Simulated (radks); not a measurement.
Species: Ba+. Configuration: [Xe] 6s0.75 7s0.25 (fractional occupations, a model configuration). All-electron calculation, Dirac Kohn-Sham, B86b exchange with PBE correlation, spin-unpolarised, spherical densities, finite nucleus; Fermi nuclear charge, rms radius 4.8378 fm. Program: a radial shooting solver on a logarithmic mesh with Libxc functionals.

Normalised radial functions P(r) = r R(r) (large component), r in bohr:

| r | 4d3/2 | 5p1/2 | 7s1/2 |
|---|---|---|---|
| 0.001061 | 0.0000 | 0.0017 | 0.0057 |
| 0.001729 | 0.0000 | 0.0031 | 0.0085 |
| 0.002839 | 0.0001 | 0.0061 | 0.0125 |
| 0.004662 | 0.0004 | 0.0124 | 0.0176 |
| 0.007595 | 0.0014 | 0.0252 | 0.0225 |
| 0.01247 | 0.0052 | 0.0514 | 0.0245 |
| 0.02048 | 0.0185 | 0.0981 | 0.0178 |
| 0.03363 | 0.0614 | 0.1618 | -0.0035 |
| 0.05479 | 0.1766 | 0.1949 | -0.0323 |
| 0.08997 | 0.4160 | 0.0879 | -0.0336 |
| 0.1477 | 0.6748 | -0.1858 | 0.0241 |
| 0.2407 | 0.4935 | -0.2488 | 0.0543 |
| 0.3952 | -0.4599 | 0.2280 | -0.0462 |
| 0.649 | -1.2329 | 0.3576 | -0.0583 |
| 1.066 | -0.8306 | -0.4521 | 0.1155 |
| 1.736 | -0.2027 | -0.8432 | 0.0487 |
| 2.851 | -0.0130 | -0.3921 | -0.2108 |
| 4.682 | -0.0001 | -0.0532 | -0.0588 |
| 7.627 | 0.0000 | -0.0014 | 0.3571 |
| 12.53 | 0.0000 | 0.0000 | 0.2561 |
| 20.57 | 0.0000 | 0.0000 | 0.0225 |

4d3/2: eigenvalue -97.649 eV, 1 radial node at r = 0.322 bohr, <r> = 0.795 bohr, 90 % of the charge inside 1.20 bohr. 5p1/2: eigenvalue -26.555 eV, 3 radial nodes at r = 0.107, 0.324, 0.835 bohr, <r> = 1.85 bohr, 90 % of the charge inside 2.71 bohr. 7s1/2: eigenvalue -3.122 eV, 6 radial nodes at r = 0.0316, 0.125, 0.329, 0.774, 1.90, 5.00 bohr, <r> = 9.32 bohr, 90 % of the charge inside 13.0 bohr.
